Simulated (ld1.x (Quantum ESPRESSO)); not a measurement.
Before and after: TM potential for Mo (Z = 42)

* Element: Mo
* Generator: ld1.x (Quantum ESPRESSO) 7.5
* Type: norm-conserving Troullier–Martins (Kleinman–Bylander form)
* Functional: PBE
* Relativity: scalar-relativistic
* Frozen core: [Kr]
* Valence charge: 6
* Reference configuration: 4d4 5s0 5p0 (charge +2)
* Partial waves: 5p (bound, empty): rc 2.65 bohr; 4d (bound): rc 1.55 bohr; 5s (bound, empty): rc 2.80 bohr
* Local potential: the s channel
* Core correction: none

Change: core correction a·sin(br)/r model core inside 1.68 bohr.

Cutoffs: the cutoffs (Ry, on a coarse ladder) from which the occupation-weighted sum of valence levels, in a spherical-Bessel basis at the reference potential, stays within 10 and 1 mRy of its value at 400 Ry; they do not see the model core or the augmentation charge, which bear on the density cutoff. Errors are all-electron minus pseudo energies relative to the spin-unpolarised reference configuration.

Q: Predict the effect on cutoff, ghosts and configuration errors.

A: The potential gets neither clearly harder nor softer (45 Ry and 55 Ry → 45 Ry and 55 Ry); of the 7 tests that both files solve, the error grows in 4 and shrinks in 2 by more than 15 % and 0.3 meV (median size 91.7 → 120.0 meV); neither file shows a bound ghost. A model core, the more so a compact one, raises the density cutoff, which this test does not measure.

```tsv
quantity	base	changed
cutoff, loose	45 Ry	45 Ry
cutoff, tight	55 Ry	55 Ry
bound ghosts	none	none
error for 4d5 5s1 5p0, meV [ΔE -22.35 eV]	+97	-100
error for 4d5 5s0 5p0, meV [ΔE -15.46 eV]	-60	-140
error for 4d3 5s0 5p0, meV [ΔE 26.74 eV]	-92	-240
error for 4d4 5s2 5p0, meV [ΔE -22.15 eV]	+227	-30
error for 4d5.5 5s0.5 5p0, meV [ΔE -22.07 eV]	-7.0	-203
error for 4d4 5s1 5p1, meV [ΔE -18.61 eV]	+167	-12
error for 4d5 5s0.5 5p0, meV [ΔE -19.62 eV]	+17	-120
s: phases at 3.06 bohr within 0.05 rad from the reference energy up to (Ry; the scan ends near 5)	1.0	1.0
p: phases at 3.06 bohr within 0.05 rad from the reference energy up to (Ry; the scan ends near 5)	1.6	1.6
d: phases at 3.06 bohr within 0.05 rad from the reference energy up to (Ry; the scan ends near 5)	-0.4	-0.4
```
